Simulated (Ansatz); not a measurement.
`[F][Ge]([F])([F])[Cl]` + H₂ → `[F][GeH]([F])[Cl]` + H–F at 500 K and 1 bar (hydrogenolysis of a Ge–F bond).

Calculated with Ansatz (gas phase, PBE0-D4/def2-TZVP geometries, no zero-point term in ΔE). CCSD(T)/CBS is the MP2 limit (def2-TZVPP, def2-QZVPP) plus CCSD(T) − MP2 in def2-TZVPP, frozen cores. This one scheme is used for every species. For Ge outer-core shells are correlated without core-valence functions, which leaves a few kJ/mol of doubt a bond. Scalar relativity is left out up to krypton.

```json
{"species": "`[F][Ge]([F])([F])[Cl]`", "CCSD(T)/CBS energy (Eh)": "-2835.42086", "H − E (kJ/mol)": "60.1", "S (J/(mol·K))": "373.7"}
{"species": "H₂", "CCSD(T)/CBS energy (Eh)": "-1.17544", "H − E (kJ/mol)": "41.0", "S (J/(mol·K))": "145.5"}
{"species": "`[F][GeH]([F])[Cl]`", "CCSD(T)/CBS energy (Eh)": "-2736.19042", "H − E (kJ/mol)": "70.0", "S (J/(mol·K))": "357.9"}
{"species": "H–F", "CCSD(T)/CBS energy (Eh)": "-100.39570", "H − E (kJ/mol)": "39.4", "S (J/(mol·K))": "188.7"}
```

H − E and S are ideal-gas, rigid-rotor, harmonic terms from PBE0-D4/def2-TZVP. The MP2-based limit puts H₂ 0.8 mEh under its directly extrapolated value; such offsets cancel only in part. 1 Eh = 2625.50 kJ/mol, R = 8.31446 J/(mol·K).

By hand: ΔE, ΔH, ΔS and ΔG.

ΔE = (-2736.19042) + (-100.39570) − (-2835.42086) − (-1.17544) = 0.01018 Eh = 26.7 kJ/mol. Δ(H − E) = 70.0 + 39.4 − 60.1 − 41.0 = 8.3, so ΔH = 35.0 kJ/mol. ΔS = 357.9 + 188.7 − 373.7 − 145.5 = 27.4 J/(mol·K). ΔG = 35.0 − 500 × (27.4)/1000 = 21.3 kJ/mol.

By hand: the equilibrium constant, and the temperature at which ΔG would vanish if ΔH and ΔS stayed fixed.

log₁₀ K = −ΔG/(RT ln 10) = -2.2. ΔG = 0 at ΔH/ΔS = 1277 K.

TΔS isn't small against ΔH here. A doubt of 5 kJ/mol in ΔE shifts log₁₀ K by 0.5 here. These are equilibria of isolated gas molecules and say nothing of rates. Largest T1 diagnostic: 0.012 (customary marks: 0.02 for closed shells, 0.045 for open ones).
